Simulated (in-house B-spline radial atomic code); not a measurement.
Computed with a B-spline radial atomic code. Model: two electrons, singlet ground state, non-relativistic, full CI in B-splines with partial waves to l = 8 (at full coupling up to 3e-4 hartree above the limit, correlation up to 0.6 % small), density held at that of full coupling by Lieb maximisation.

Along the adiabatic connection the electron repulsion is scaled by a coupling λ while a local potential keeps the density fixed. At λ = 0 the system is the Kohn-Sham one and W equals the exchange energy; the exchange-correlation energy is the area under W between 0 and 1. The kinetic energy rises with λ as the electrons avoid each other, with dT/dλ = −λ dW/dλ.

Command:
```bash
python run_ac.py task.json out
```
Settings (lengths in bohr, energies in hartree):
```
potential              gauss
strength               2.13
lmax                   8
second                 3
```

Time taken, with all properties: 18 s on 1 thread of Intel(R) Xeon(R) Processor @ 2.30GHz (shared host).

**W = mean repulsion less Hartree energy, and W of three functionals.**

Given: confinement Gaussian well; well depth 2.13 hartree; well width 3 bohr; external potential -V exp(-r^2/w^2).

Computed: PBE exchange minus exact 22.025 millihartree; SCAN exchange minus exact 2.4504 millihartree.

```
coupling  W xc (hartree)  W xc minus exchange (millihartree)  kinetic minus Kohn-Sham (millihartree)  LDA (PW92) W minus its exchange (millihartree)  PBE W minus its exchange (millihartree)  SCAN W minus its exchange (millihartree)
       0        -0.52939                                   0                                       0                                               0                                        0                                         0
    0.02        -0.53132                               -1.93                                    0.02                                          -10.44                                    -3.06                                     -1.87
    0.05        -0.53415                              -4.762                                    0.12                                           -20.8                                    -7.36                                     -4.57
    0.12        -0.54048                              -11.09                                    0.65                                          -38.55                                   -16.44                                    -10.53
    0.25               ?                                   ?                                       ?                                               ?                                        ?                                         ?
     0.4        -0.56235                             -32.961                                    6.22                                          -82.42                                    -44.8                                    -30.91
     0.6         -0.5752                             -45.811                                   12.61                                         -103.43                                   -60.42                                    -43.01
     0.8        -0.58623                             -56.845                                   20.31                                         -120.21                                   -73.58                                    -53.58
       1        -0.59579                             -66.403                                   28.89                                         -134.18                                   -84.93                                     -62.9
     1.4        -0.61148                             -82.092                                   47.58                                          -156.5                                  -103.68                                    -78.65
       2        -0.62902                             -99.629                                    77.1                                          -181.2                                  -125.14                                    -96.98
       3        -0.64878                             -119.39                                  125.78                                         -209.58                                  -150.51                                   -118.58
     4.5        -0.66715                             -137.76                                   193.5                                         -237.18                                  -175.74                                   -139.21
       7               ?                                   ?                                       ?                                               ?                                        ?                                         ?
      10        -0.69704                             -167.65                                  395.38                                         -286.29                                  -221.57                                   -171.31
```

Question: What belongs in the row 0.25?

Answer: W xc (hartree): -0.55127; W xc minus exchange (millihartree): -21.881; kinetic minus Kohn-Sham (millihartree): 2.64; LDA (PW92) W minus its exchange (millihartree): -62.13; PBE W minus its exchange (millihartree): -30.84; SCAN W minus its exchange (millihartree): -20.58.

Question: What belongs in the row 7?

Answer: W xc (hartree): -0.68478; W xc minus exchange (millihartree): -155.39; kinetic minus Kohn-Sham (millihartree): 292.67; LDA (PW92) W minus its exchange (millihartree): -265.38; PBE W minus its exchange (millihartree): -201.93; SCAN W minus its exchange (millihartree): -158.69.

Question: What is the LDA exchange minus exact?

Answer: 77.377 millihartree.

**Energy parts, natural occupations and partial-wave weights.**

Computed: correlation energy -0.037514 hartree; kinetic part of the DFT correlation energy 0.028889 hartree; initial slope twice GL2 -0.097343 hartree; kinetic part over minus potential part 0.43506; Hartree energy 1.0588 hartree; Kohn-Sham kinetic 0.65166 hartree; Lieb Oxford ratio E_xc over LDA exchange 1.2542.

| natural | occupation of the shell (electrons) |
| --- | --- |
| s | 1.9537 |
| p | 0.041418 |
| s | 0.0032836 |
| d | ? |
| p | 0.00028724 |
| f | 0.00011992 |

Question: What belongs in the row d?

Answer: occupation of the shell (electrons): 0.0010426.

| wave | weight |
| --- | --- |
| s | 0.9785 |
| p | 0.020861 |
| d | ? |
| f | 6.676e-05 |
| g | 1.4525e-05 |

Question: What belongs in the row d?

Answer: weight: 0.00054727.

Question: What is the total energy?

Answer: -1.8907 hartree.

Question: What is the exchange energy?

Answer: -0.52939 hartree.

Half-way to full coupling W has made 59 % of its drop, against 50 % for a straight line, and second-order (GL2) theory, half the initial slope, overshoots the correlation energy by about 30 %: a moderate bend, as in light atoms. Over couplings 0 to 1 the errors in E_xc come to about +28 millihartree for LDA, +10 millihartree for PBE, +4.6 millihartree for SCAN, so SCAN is nearest. In LDA and PBE the errors of exchange and correlation have opposite signs, so the sum is smaller than the larger of the two.
